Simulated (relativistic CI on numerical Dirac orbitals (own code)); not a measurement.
**Rh⁴⁺: M2,3 absorption edge**

Computed with this model: Dirac-Coulomb-Breit CI, KLI orbitals optimised for each configuration, model QED (radiative potential, 1s self-energy scaled to tabulated hydrogen-like ionisation energies), valence Slater integrals scaled by 0.7, multiplet model of core-to-valence dipole absorption; configurations [Kr] 4d5 → [Ne] 3s2 3p5 3d10 4s2 4p6 4d6; 300 K; Lorentzian 3 eV and Gaussian 0.4 eV FWHM. Energies are those of the free ion, without screening or charge transfer. The branching ratio is the share of the lower-energy edge in the whole absorption, uncertain by about 0.02 where the edges overlap. S is read from ⟨S²⟩ = S(S + 1).

Field parameters in Wybourne normalisation: D4h B²₀ = −7Ds, B⁴₀ = 21(Dq − Dt), B⁴₄ = 21√(5/14) Dq; Td as Oh with Dq negative (B⁴₀ = 21Dq, B⁴₄ = √(5/14) B⁴₀). The field is a parameter set, without covalency.

Case Td, 10Dq = -16350 cm⁻¹, the dichroism is that of the ground state at zero temperature, magnetised by exchange field 10 meV on Sz. The dichroism I(Δm = −1) − I(Δm = +1), over the sum of the three polarisations, integrates to -0.0998 on the lower edge and 0.0774 on the upper edge. The branching ratio is 0.803.

(1) Use the orbital sum rule with 5 holes to get ⟨Lz⟩.

## Answers

(1) For a p → d edge ⟨Lz⟩ = 2 × n_h × (sum of both integrals) in this sign convention = -0.22; the ground state itself has ⟨Lz⟩ = -0.08 and ⟨Sz⟩ = -2.36. The rule assumes one radial integral for both edges, which relativistic orbitals only approach.
